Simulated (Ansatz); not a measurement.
CH6MoN2O, SMILES `[CH3][Mo](=[NH])(=[NH])[OH]`. The species carries charge 0 and has multiplicity 1. Mo: def2 effective core potential. The geometry is a stationary point of PBE0-D4/def2-TZVP. It is one conformer, not always the lowest.

```xyz
11

C    -1.392   -0.122    0.847
Mo    0.375   -0.093   -0.309
N     1.533   -0.894    0.688
N     0.728    1.587   -0.491
O     0.113   -0.982   -1.958
H    -1.252    0.364    1.812
H    -1.678   -1.164    1.011
H    -2.180    0.399    0.297
H     2.385   -0.993    1.222
H     1.314    2.397   -0.333
H     0.053   -0.500   -2.786
```

Q: What is the dipole moment at ωB97M-V/def2-TZVPP? (Best estimate.)

A: The calculation gave: 1.62 D, with components (0.76, 1.41, -0.19) D in this frame, pointing from negative to positive charge.

Q: And with PBE, r2SCAN, B3LYP? (Best estimate.)

A: Ansatz gave: PBE 1.52 D, r2SCAN 1.52 D, B3LYP 1.57 D.

Q: Give the Mulliken charges with ωB97M-V, B3LYP, PBE in def2-TZVPP. (Estimate.)

A: The calculation gave: 
```json
{"atom": "C1", "ωB97M-V": "-0.52", "B3LYP": "-0.49", "PBE": "-0.48"}
{"atom": "Mo2", "ωB97M-V": "1.26", "B3LYP": "1.39", "PBE": "1.22"}
{"atom": "N3", "ωB97M-V": "-0.57", "B3LYP": "-0.63", "PBE": "-0.59"}
{"atom": "N4", "ωB97M-V": "-0.54", "B3LYP": "-0.60", "PBE": "-0.56"}
{"atom": "O5", "ωB97M-V": "-0.52", "B3LYP": "-0.54", "PBE": "-0.49"}
{"atom": "H6", "ωB97M-V": "0.13", "B3LYP": "0.11", "PBE": "0.11"}
{"atom": "H7", "ωB97M-V": "0.14", "B3LYP": "0.11", "PBE": "0.12"}
{"atom": "H8", "ωB97M-V": "0.13", "B3LYP": "0.11", "PBE": "0.11"}
{"atom": "H9", "ωB97M-V": "0.14", "B3LYP": "0.17", "PBE": "0.18"}
{"atom": "H10", "ωB97M-V": "0.14", "B3LYP": "0.17", "PBE": "0.18"}
{"atom": "H11", "ωB97M-V": "0.20", "B3LYP": "0.21", "PBE": "0.21"}
```

B3LYP here is the variant with VWN-RPA as its local correlation; programs differ in this.
